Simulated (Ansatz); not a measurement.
Ansatz (a program for electronic structure) input:

Ansatz 0.2 input:
```yaml
crystal:
  periodic: [false, false, false]
  atoms:
    - {symbol: Cr, position_ang: [0.10994399, 0.17062252, 0.14834968]}
    - {symbol: O, position_ang: [1.30138369, -0.51017622, -0.52409265]}
    - {symbol: O, position_ang: [-0.48197111, -0.81821312, 1.15186090]}
    - {symbol: F, position_ang: [-1.02155070, 0.72579714, -0.95361536]}
basis:
  gaussian:
    orbitals: def2-TZVPD
hamiltonian:
  xc: {name: PBE}
total_charge: 1
magnetization: {spin_polarized: true, initial_magnetization: 2}
```

**Question.** What final total energy does it print?

**Answer.** -1294.06156 Eh (PBE/def2-TZVPD). The basis has 168 functions.

This state (charge 1, triplet) is run at the relaxed geometry of the species with charge 1 and multiplicity 1, and is a spin state other than that species' own.
